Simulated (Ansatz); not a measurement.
Basis sets compared for `C[Si](C)(C)O[Si](C)(C)O[Si](C)(C)O[Si](C)(C)O[Si](C)(C)O[Si](C)(C)O[Si](C)(C)C`. Charge 0, multiplicity 1. Geometry PBE-D4/def2-SVP. Ansatz on 2 threads of AMD EPYC 7R13 on a shared host and a share (18 GiB) of an NVIDIA H100 80GB HBM3; times are rough, and most runs start from earlier orbitals.

Cartesian coordinates in Å:
```
C 0.639 4.642 4.446
Si 0.212 3.415 3.079
C -0.846 4.241 1.755
C 1.778 2.679 2.327
O -0.718 2.193 3.782
Si -0.827 0.534 3.972
C 0.765 -0.175 4.665
C -2.314 0.210 5.068
O -1.072 -0.197 2.480
Si -1.803 0.073 1.001
C -3.386 1.058 1.242
C -2.054 -1.593 0.196
O -0.731 1.001 0.086
Si -0.432 1.590 -1.454
C -1.908 2.606 -2.029
C 1.150 2.588 -1.384
O -0.175 0.316 -2.509
Si -0.729 -0.746 -3.681
C 0.479 -0.666 -5.115
C -2.485 -0.314 -4.185
O -0.776 -2.291 -3.048
Si 0.141 -3.523 -2.368
C -1.054 -4.828 -1.761
C 1.337 -4.187 -3.662
O 0.985 -2.940 -1.049
Si 2.413 -2.168 -0.570
C 3.682 -3.511 -0.179
C 3.043 -1.052 -1.959
C 2.009 -1.151 0.958
H -0.281 5.042 4.919
H 1.245 4.157 5.238
H 1.220 5.501 4.050
H -1.783 4.642 2.192
H -1.115 3.498 0.978
H -0.308 5.080 1.268
H 2.370 3.452 1.795
H 2.428 2.235 3.110
H 1.516 1.885 1.600
H 1.599 -0.026 3.951
H 1.035 0.305 5.628
H 0.662 -1.266 4.840
H -2.168 0.649 6.077
H -3.224 0.666 4.628
H -2.493 -0.878 5.185
H -4.113 0.492 1.862
H -3.165 2.013 1.761
H -3.874 1.296 0.275
H -1.074 -2.104 0.104
H -2.483 -1.510 -0.823
H -2.726 -2.226 0.810
H -2.828 1.988 -2.079
H -2.101 3.445 -1.329
H -1.733 3.035 -3.037
H 1.416 2.967 -2.392
H 1.048 3.453 -0.700
H 1.989 1.960 -1.021
H 1.514 -0.852 -4.762
H 0.462 0.334 -5.594
H 0.236 -1.423 -5.888
H -2.846 -1.012 -4.968
H -3.173 -0.396 -3.319
H -2.553 0.718 -4.584
H -1.667 -5.224 -2.596
H -0.513 -5.674 -1.292
H -1.740 -4.395 -1.005
H 0.788 -4.588 -4.539
H 1.958 -5.006 -3.244
H 2.019 -3.393 -4.025
H 3.901 -4.128 -1.076
H 4.639 -3.071 0.172
H 3.307 -4.188 0.617
H 3.921 -0.464 -1.621
H 3.356 -1.641 -2.846
H 2.249 -0.344 -2.269
H 2.921 -0.667 1.366
H 1.271 -0.359 0.721
H 1.568 -1.784 1.755
```

Single mean-field runs in def2-SVP, def2-mTZVP are fitted with def2-universal-jkfit.

Binding counts from free atoms (C triplet, Si triplet, O triplet, H doublet) in the same basis, without a counterpoise term.

```csv
level,functions,energy (Eh),HOMO (eV),LUMO (eV),binding per atom (eV),wall time
HF/STO-3G,221,-3069.4388,-7.55,10.90,3.81,12 s
HF/6-31G,385,-3105.5145,-10.64,4.36,2.92,9 s
r2SCAN-D4/def2-SVP (with forces),674,-3115.0100,-6.46,0.55,4.22,16 s
```

(1) Estimate the rows for r2SCAN-D4/def2-mTZVP.

Answers

(1) 
```json
{"level": "r2SCAN-D4/def2-mTZVP", "functions": "746", "energy (Eh)": "-3116.8398", "HOMO (eV)": "-6.54", "LUMO (eV)": "0.18", "binding per atom (eV)": "4.17", "wall time": "14 s"}
```
